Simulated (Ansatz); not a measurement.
Input file for `[NH2][Sc]([OH])[F]`:

```yaml
crystal:
  periodic: [false, false, false]
  atoms:
    - {symbol: N, position_ang: [-0.824001, 1.182119, -0.182924]}
    - {symbol: Sc, position_ang: [-0.003745, -0.616374, -0.241747]}
    - {symbol: O, position_ang: [1.504220, -0.889904, 0.825277]}
    - {symbol: F, position_ang: [-0.795832, -1.882136, -1.348414]}
    - {symbol: H, position_ang: [-1.639503, 1.486401, -0.699880]}
    - {symbol: H, position_ang: [-0.504047, 1.966556, 0.370583]}
    - {symbol: H, position_ang: [2.262908, -1.246653, 1.277115]}
basis:
  gaussian: {orbitals: def2-QZVPP}
correlation: {method: ccsd_t}
```

```sh
$ ansatz run in.yaml --threads 2 --pin off --events-out ev --progress --plain --max-ram 32768MiB --backend cuda --devices 0, --max-vram 18GiB
```

The program prints (abridged):

```
Functional definition: HF
2224 factors; integrals over basis functions are off by at most 7.2e-4 eV
mean field evaluation 1: about -26947.2047 eV, gradient 6.9e1 eV
mean field evaluation 2: about -26947.2426 eV, gradient 6.9e1 eV
mean field evaluation 4: about -26955.3602 eV, gradient 2.9e0 eV
mean field evaluation 8: about -26955.4118 eV, gradient 4.5e-1 eV
mean field -26955.41256553 eV, -990.5931407482 hartree, gradient 3.1e-6 eV, S^2 0.000000; 0 other end points of the search recorded, 0 dependent functions left out
8 core orbitals not correlated: weight in the atoms' cores, before any rotation towards them, 1.000 or more for the frozen orbitals, at most 0.000 for the correlated occupied ones
reference -26955.41256553 eV, -990.5931407482 hartree; 16, 16 occupied and 330, 330 virtual orbitals, 2224 factors
second order -30.44005581 eV of doubles, -0.00000000 eV of singles
cycle   1  -29.97329017 eV  change    4.7e-1 eV  update   1.4e-1
cycle   2  -30.62248309 eV  change   -6.5e-1 eV  update   5.5e-2
cycle   3  -30.81800980 eV  change   -2.0e-1 eV  update   2.7e-2
cycle   4  -30.81167542 eV  change    6.3e-3 eV  update   9.0e-3
cycle   5  -30.79917074 eV  change    1.3e-2 eV  update   3.7e-3
cycle   6  -30.80091628 eV  change   -1.7e-3 eV  update   1.4e-3
cycle   7  -30.80126375 eV  change   -3.5e-4 eV  update   5.0e-4
cycle   8  -30.80101654 eV  change    2.5e-4 eV  update   2.3e-4
cycle   9  -30.80106519 eV  change   -4.9e-5 eV  update   8.6e-5
cycle  10  -30.80115137 eV  change   -8.6e-5 eV  update   3.4e-5
cycle  11  -30.80109390 eV  change    5.7e-5 eV  update   1.4e-5
cycle  12  -30.80110565 eV  change   -1.2e-5 eV  update   6.2e-6
perturbative correction -1.22472958 eV, -0.0450079820 hartree
Total energy: -26987.43840076 eV, -991.7700684850 hartree
```

It took 10 s on 2 threads of an AMD EPYC 7R13 on a shared host and a share of an NVIDIA H100 80 GB, with 0.84 GiB of host memory at the peak.

Correlation energy per correlated electron: -1.001 eV. T1 diagnostic: 0.0164.
